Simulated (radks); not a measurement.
Values are calculated unless marked as measured or tabulated.
Initial-state core-level shifts of the promethium ion Pm2+ when its valence configuration changes from [Xe] 4f5. Level of theory: Dirac Kohn-Sham, PBEsol, spin-unpolarised, spherical densities, finite nucleus; open shells are shared between the two j in proportion to 2j + 1; Fermi nuclear charge, rms radius 4.962 fm (a radial shooting solver on a logarithmic mesh with Libxc functionals). Shifts are changes of the shell-averaged eigenvalues in eV (positive: less bound); the change of the density at the nucleus, which sets a Mossbauer isomer shift, is in e/bohr^3, on a base of 4.92e+05.

valence               2s       3d       4d       5p  density at nucleus
4f3 6p2          -23.206  -24.998  -22.697  -12.748              +65.51
4f4 6p1          -10.735  -11.516  -10.641   -6.265              +28.72
4f4 5d1           -6.875   -7.712   -6.849   -2.815              +23.48
4f4 6s1           -9.613  -10.398   -9.522   -5.201              +64.61
4f4.5 5d0.5       -3.265   -3.655   -3.276   -1.382              +11.00
4f4.5 6s0.5       -4.546   -4.908   -4.534   -2.537              +30.07
4f3 5d1 6p1      -19.029  -20.879  -18.655   -9.267              +58.17
4f3.5 5d0.5 6p1  -14.754  -16.045  -14.553   -7.763              +42.87
